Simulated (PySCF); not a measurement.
**Tin: a sound run and one with changed settings**

Sound run: Sn [Kr] 4d10 5s2 5p2, Sn+ [Kr] 4d10 5s2 5p1. Computed with PySCF 2.14 in cc-pVTZ-PP with ECP28MDF (5s4p3d1f, 39 functions), with scalar relativity through the core potential. In the sound run the correlated levels freeze 4s2 4p6 4d10 outside the core potential. The sound run starts from symmetry-adapted Hartree-Fock orbitals and uses a fine grid where one is needed.

Changed run: all electrons correlated in a basis built for the valence shell.

```tsv
species	method	sound run (hartree)	changed run (hartree)	converged
Sn	MP2	-213.38331	-213.47295	yes
Sn+	MP2	-213.12041	-213.20638	yes
```

Ionisation energy of Sn:

```
 method  sound run (eV)  changed run (eV)
    UHF           6.857             6.857
    MP2           7.154             7.254
SCS-MP2           7.090             7.151
```

A valence basis has no tight correlating functions, so it recovers only part of the core correlation, and not evenly between atom and ion.

For comparison, NIST gives 7.344 eV between the lowest levels.
